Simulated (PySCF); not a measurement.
Members of one series of related molecules.

All values: B3LYP/def2-SVPD (PySCF) at GFN2-xTB geometries, gas phase, one conformer each. Core orbitals are frozen in the response; Δα² is half the sum of the squared differences of the principal polarisabilities.

**Question.** Rank by mean static polarisability, highest first.
A. `FC[C@@H]1C=C[SiH2][SiH2]1`
B. `C=C[C@@H]1C=C[SiH2][SiH2]1`
C. `Cl[C@@H]1C=C[SiH2][SiH2]1`
D. `[SiH2]1CC=C[SiH2]1`

**Answer.** B (16.70 Å³), C (15.27 Å³), A (15.00 Å³), D (13.18 Å³).

All values together:

```
                    SMILES                    change    formula  μ (D)  HOMO (eV)  LUMO (eV)  α (Å³)  Δα (Å³)  electrons  α per electron (Å³)
        C1=C[SiH2][SiH2]C1                    parent    C3H8Si2   0.85      -7.32      -0.42   13.18     4.51         54                0.244
C=C[C@@H]1C=C[SiH2][SiH2]1  H on C replaced by vinyl   C5H10Si2   0.55      -6.81      -0.53   16.70     4.84         68                0.246
 FC[C@@H]1C=C[SiH2][SiH2]1   H on C replaced by CH2F   C4H9FSi2   1.83      -7.47      -0.58   15.00     4.84         70                0.214
 Cl[C@@H]1C=C[SiH2][SiH2]1     H on C replaced by Cl  C3H7ClSi2   1.82      -7.51      -1.16   15.27     5.02         70                0.218
```

Conformers: `[CH2:1]=[CH:2][C@@H:3]1[CH:4]=[CH:5][SiH2:6][SiH2:7]1` with C1–C2–C3–C4 26°; `[F:1][CH2:2][C@@H:3]1[CH:4]=[CH:5][SiH2:6][SiH2:7]1` with F1–C2–C3–C4 70°; `[Cl:1][C@@H:2]1[CH:3]=[CH:4][SiH2:5][SiH2:6]1` with Cl1–C2–C3–C4 -108°, C3–C4–Si5–Si6 -5°, C4–Si5–Si6–C2 8°, Cl1–C2–Si6–Si5 107°.

**Question.** Give the shifts from the parent, `C1=C[SiH2][SiH2]C1`.

**Answer.** 
```json
{"SMILES": "C=C[C@@H]1C=C[SiH2][SiH2]1", "change in μ (D)": "-0.30", "change in HOMO (eV)": "+0.51", "change in LUMO (eV)": "-0.11", "change in mean α (Å³)": "+3.52"}
{"SMILES": "FC[C@@H]1C=C[SiH2][SiH2]1", "change in μ (D)": "+0.98", "change in HOMO (eV)": "-0.15", "change in LUMO (eV)": "-0.16", "change in mean α (Å³)": "+1.82"}
{"SMILES": "Cl[C@@H]1C=C[SiH2][SiH2]1", "change in μ (D)": "+0.97", "change in HOMO (eV)": "-0.19", "change in LUMO (eV)": "-0.74", "change in mean α (Å³)": "+2.09"}
```
